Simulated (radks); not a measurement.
All-electron atom: Re III in [Xe] 4f14 5d4 7d1 (not the ground configuration).

Method: Dirac Kohn-Sham, BLYP, spin-unpolarised, spherical densities, point nucleus; open shells fill j = l - 1/2 first; computed with a radial shooting solver on a logarithmic mesh with Libxc functionals.

Energy parts (eV):
| part | energy |
|---|---|
| total | -454897.11 |
| kinetic | 514593.91 |
| electron-nucleus | -1136334.82 |
| Hartree | 175909.43 |
| exchange-correlation | -9065.62 |

Orbitals (lengths in bohr, moments of r in powers of bohr):
orbital,occ.,eigenvalue (eV),<r^2>,<r^4>
1s1/2,2,-71595.96,0.0004477,5.454e-07
2s1/2,2,-12425.52,0.006815,0.00008118
2p1/2,2,-11889.64,0.004859,0.00004879
2p3/2,4,-10449.33,0.006056,0.00007193
3s1/2,2,-2895.802,0.04447,0.002991
3p1/2,2,-2656.873,0.04075,0.002634
3p3/2,4,-2344.103,0.04731,0.003510
3d3/2,4,-1943.264,0.03659,0.002372
3d5/2,6,-1875.378,0.03838,0.002588
4s1/2,2,-624.1415,0.2192,0.06976
4p1/2,2,-524.5215,0.2256,0.07591
4p3/2,4,-451.5079,0.2605,0.1012
4d3/2,4,-288.0922,0.2822,0.1283
4d5/2,6,-274.6060,0.2952,0.1404
5s1/2,2,-110.3399,1.201,2.110
5p1/2,2,-80.1175,1.446,3.169
5p3/2,4,-68.9758,1.708,4.430
4f5/2,6,-68.9101,0.4116,0.3836
4f7/2,8,-66.3959,0.4247,0.4105
5d3/2,4,-29.5429,3.246,17.87
5d5/2,0,-28.4601,3.432,19.93
7d3/2,1,-5.5316,82.05,8995
7d5/2,0,-5.4669,82.87,9237

The highest occupied level is 7d3/2 at -5.532 eV. The configuration is held as typed, so some empty levels lie below it. Summed over all electrons, <r^2> = 118.6 bohr^2, which gives a Langevin (diamagnetic) susceptibility term of -94 x 10^-6 cm^3/mol.
